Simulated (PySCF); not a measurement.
Energy of As⁺ (arsenic, charge +1) between two integer charges

The 4p alpha orbital of [Ar] 3d10 4s2 4p2 is emptied in steps (occupation f), with all orbitals relaxed, ending at [Ar] 3d10 4s2 4p1. All numbers are calculated (PySCF 2.14, scalar relativity through the core potential, in aug-cc-pVDZ-PP with ECP10MDF (5s4p3d, 32 functions)). The exact energy is a straight line in f; departures are measured from the line between the end points of the same method.

| f | UHF (eV) | LDA (eV) | PBE (eV) | PBE0 (eV) | r2SCAN (eV) | LC-wPBE (eV) | BHandHLYP (eV) | wB97X (eV) | CAM-B3LYP (eV) | MN15 (eV) |
| --- | --- | --- | --- | --- | --- | --- | --- | --- | --- | --- |
| 1 | 0.000 | 0.000 | 0.000 | 0.000 | 0.000 | 0.000 | 0.000 | 0.000 | 0.000 | 0.000 |
| 0.8 | 0.072 | -0.738 | -0.716 | -0.520 | -0.679 | -0.084 | -0.341 | -0.134 | -0.321 | -0.428 |
| 0.6 | 0.106 | -1.110 | -1.075 | -0.779 | -1.010 | -0.123 | -0.512 | -0.203 | -0.482 | -0.635 |
| 0.4 | 0.104 | -1.112 | -1.073 | -0.775 | -0.997 | -0.118 | -0.511 | -0.206 | -0.482 | -0.625 |
| 0.2 | 0.068 | -0.742 | -0.713 | -0.514 | -0.653 | -0.075 | -0.340 | -0.140 | -0.321 | -0.409 |
| 0 | 0.000 | 0.000 | 0.000 | 0.000 | 0.000 | 0.000 | 0.000 | 0.000 | 0.000 | 0.000 |

```tsv
method	E(f=0) − E(f=1) (eV)	−ε at f=1 (eV)	−ε at f=0.4 (eV)
UHF	17.969	18.424	17.874
LDA	18.573	13.981	19.492
PBE	18.438	13.967	19.344
PBE0	18.504	15.247	19.170
r2SCAN	18.679	14.416	19.587
LC-wPBE	18.584	18.047	18.708
BHandHLYP	18.383	16.252	18.812
wB97X	18.274	17.438	18.429
CAM-B3LYP	18.494	16.487	18.898
MN15	18.323	15.630	18.897
```

Orbital energy along the path (eV):

```json
{"f": "1", "UHF": "-18.424", "LDA": "-13.981", "PBE": "-13.967", "PBE0": "-15.247", "r2SCAN": "-14.416", "LC-wPBE": "-18.047", "BHandHLYP": "-16.252", "wB97X": "-17.438", "CAM-B3LYP": "-16.487", "MN15": "-15.630"}
{"f": "0.8", "UHF": "-18.232", "LDA": "-15.794", "PBE": "-15.749", "PBE0": "-16.557", "r2SCAN": "-16.154", "LC-wPBE": "-18.279", "BHandHLYP": "-17.103", "wB97X": "-17.766", "CAM-B3LYP": "-17.287", "MN15": "-16.739"}
{"f": "0.6", "UHF": "-18.049", "LDA": "-17.634", "PBE": "-17.546", "PBE0": "-17.868", "r2SCAN": "-17.889", "LC-wPBE": "-18.501", "BHandHLYP": "-17.958", "wB97X": "-18.094", "CAM-B3LYP": "-18.093", "MN15": "-17.834"}
{"f": "0.4", "UHF": "-17.874", "LDA": "-19.492", "PBE": "-19.344", "PBE0": "-19.170", "r2SCAN": "-19.587", "LC-wPBE": "-18.708", "BHandHLYP": "-18.812", "wB97X": "-18.429", "CAM-B3LYP": "-18.898", "MN15": "-18.897"}
{"f": "0.2", "UHF": "-17.707", "LDA": "-21.356", "PBE": "-21.127", "PBE0": "-20.449", "r2SCAN": "-21.191", "LC-wPBE": "-18.887", "BHandHLYP": "-19.662", "wB97X": "-18.782", "CAM-B3LYP": "-19.699", "MN15": "-19.904"}
{"f": "0", "UHF": "-17.547", "LDA": "-23.202", "PBE": "-22.871", "PBE0": "-21.688", "r2SCAN": "-22.680", "LC-wPBE": "-19.019", "BHandHLYP": "-20.509", "wB97X": "-19.167", "CAM-B3LYP": "-20.494", "MN15": "-20.802"}
```

Reference removal energy between the ground levels: 18.589 eV (measured; NIST Atomic Spectra Database, ionization energies). The calculation has no spin-orbit coupling. UHF lacks correlation.
